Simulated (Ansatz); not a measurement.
Relative stability

Two relaxed structures of GeH$_{2}$BrO (charge +1), singlet (PBE0-D4/def2-TZVP; forces vanish, vibrations not checked).

A:

```
5
angstrom
O 0.3238 0.2446 0.0912
Ge -1.5136 0.3139 -0.6522
Br 1.4089 -1.1278 0.7367
H -1.6248 -1.2494 -0.4542
H 0.8250 1.0739 0.1624
```

B:

O1  (1.173, -1.252, 0.662)
Ge2  (0.767, 0.247, 0.268)
Br3  (-1.610, 0.099, -0.657)
H4  (-1.587, -1.323, -0.428)
H5  (1.034, 1.736, 0.143)
(Å)

Computed with Ansatz 0.2.0 (basis: def2-TZVPP); correlated methods freeze the cores. Filled d shells of the heavier atoms are correlated. The def2 sets are not built for correlating such inner shells, so the correlated values are less sure here. B3LYP uses VWN-RPA correlation.

**Question.** Which structure is lower at CCSD(T), and by how much? (An estimate is asked for; the value comes from the calculation.)

**Answer.** The calculation gives: B, by 9.31 kcal/mol (electronic energy, against the other). By their contacts, A is GeH₂BrO ([GeH][OH][Br]), total charge +1 and B is GeH₂BrO ([O][GeH][BrH]), total charge +1.

**Question.** Do the other methods give the same order? (Judge from chemistry; the calculation decides.)

**Answer.** Computed: Not all: HF gives the other order.

```json
{"method": "PBE-D4", "E(B) − E(A) (kcal/mol)": "-10.09"}
{"method": "r2SCAN-D4", "E(B) − E(A) (kcal/mol)": "-12.94"}
{"method": "PBE0-D4", "E(B) − E(A) (kcal/mol)": "-6.24"}
{"method": "B3LYP-D4", "E(B) − E(A) (kcal/mol)": "-2.07"}
{"method": "wB97M-V", "E(B) − E(A) (kcal/mol)": "-0.65"}
{"method": "HF", "E(B) − E(A) (kcal/mol)": "8.67"}
{"method": "MP2", "E(B) − E(A) (kcal/mol)": "-17.12"}
{"method": "CCSD", "E(B) − E(A) (kcal/mol)": "-4.80"}
{"method": "CCSD(T)", "E(B) − E(A) (kcal/mol)": "-9.31"}
```

The T1 diagnostic stays at or below 0.020.

Labels in which every atom is bracketed show which atoms are joined, not bond orders.

For scale, one of the runs: CCSD(T)/def2-TZVPP, 155 basis functions, launched by `ansatz run in.yaml --threads 2 --pin off --events-out ev --progress --plain --max-ram 4352MiB`. Time: 25 s of wall clock on 2 CPU threads of an Arm Neoverse V2; the host was shared. Peak host memory: 0.8 GiB.
